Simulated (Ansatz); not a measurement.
CH₄ClGeO (`[CH3][Ge]([OH])[Cl]`) radical, relaxed with UKS PBE-D4/def2-SVP in Ansatz 0.2.0 from a rough embedded geometry. The force threshold is 0.03 eV/Å; the program also tests the step.

The species carries charge 0 and has multiplicity 2.

Start:

```xyz
8

C    -0.712   -0.047   -0.970
Ge    0.114    0.497    0.676
O     1.838    0.168    0.553
Cl   -0.671   -0.684    2.277
H    -0.357    0.536   -1.812
H    -0.628   -1.111   -1.165
H    -1.845    0.167   -0.907
H     2.262    0.473    1.348
```

```json
{"step": "1", "energy (eV)": "-72160.4234", "largest force (eV/Å)": "1.625", "largest move (Å)": "0.000"}
{"step": "2", "energy (eV)": "-72160.6081", "largest force (eV/Å)": "0.793", "largest move (Å)": "0.097"}
{"step": "3", "energy (eV)": "-72160.6359", "largest force (eV/Å)": "0.714", "largest move (Å)": "0.110"}
{"step": "4", "energy (eV)": "-72160.6402", "largest force (eV/Å)": "0.177", "largest move (Å)": "0.060"}
{"step": "5 (rejected)", "energy (eV)": "-72160.6342", "largest force (eV/Å)": "0.289", "largest move (Å)": "0.069"}
{"step": "6", "energy (eV)": "-72160.6436", "largest force (eV/Å)": "0.084", "largest move (Å)": "0.035"}
{"step": "7", "energy (eV)": "-72160.6441", "largest force (eV/Å)": "0.034", "largest move (Å)": "0.024"}
{"step": "8", "energy (eV)": "-72160.6442", "largest force (eV/Å)": "0.030", "largest move (Å)": "0.007"}
```

End:

```xyz
8

C    -0.760   -0.024   -0.992
Ge    0.060    0.626    0.694
O     1.816    0.245    0.483
Cl   -0.699   -0.650    2.346
H    -0.384    0.580   -1.840
H    -0.456   -1.083   -1.113
H    -1.860    0.054   -0.920
H     2.283    0.251    1.341
```

Run time 13 s (4 threads of a server CPU on a shared host); peak host memory 0.2 GiB.
